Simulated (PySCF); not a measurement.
CH₆Cl₂OSi₂. Atoms are numbered in the order given.

```xyz
12

C      1.7382    -1.1756    -0.8308
Si     0.5017     0.0085    -0.1045
Cl     1.3357     1.9058    -0.0515
Cl     0.1214    -0.6047     1.8608
Si    -1.6472     0.0372    -1.0287
O     -2.3617    -1.3926    -0.5396
H      1.3123    -2.1903    -0.8578
H      2.6551    -1.1918    -0.2224
H      1.9997    -0.8729    -1.8563
H     -2.3594     1.2552    -0.5321
H     -1.6397     0.0340    -2.5175
H     -2.2378    -1.5981     0.3943
```

Geometry optimised at PBE0-D3(BJ)/def2-SVP. The structure was generated by enumeration, and PubChem lists no compound with its InChIKey, so it may never have been made. Other conformers were not sampled.

These are PBE0/pcSseg-1 in PySCF values and carry that method's errors.

GIAO shieldings, no solvent; atoms listed in one row are averaged. δ = σ(ref) − σ: ¹³C against TMS (σ = 186.3 ppm); ²⁹Si against TMS (σ = 352.7 ppm); ³⁵Cl against HCl (σ = 945.9 ppm); ¹⁷O against H2O (σ = 334.2 ppm); ¹H against TMS (σ = 31.56 ppm), references at their B3LYP-D3(BJ)/def2-TZVP geometries, non-relativistic (without spin–orbit terms, shifts of atoms bonded to Cl or Br come out too high).

Computed chemical shifts:
```csv
nucleus,atoms,count,δ (ppm)
¹³C,C1,1,10.5
²⁹Si,Si2,1,50.3
²⁹Si,Si5,1,-25.8
³⁵Cl,Cl3,1,67.6
³⁵Cl,Cl4,1,64.9
¹⁷O,O6,1,1.1
¹H,H10,1,5.42
¹H,H11,1,5.27
¹H,"H7, H8, H9",3,1.12
¹H,H12,1,1.02
```
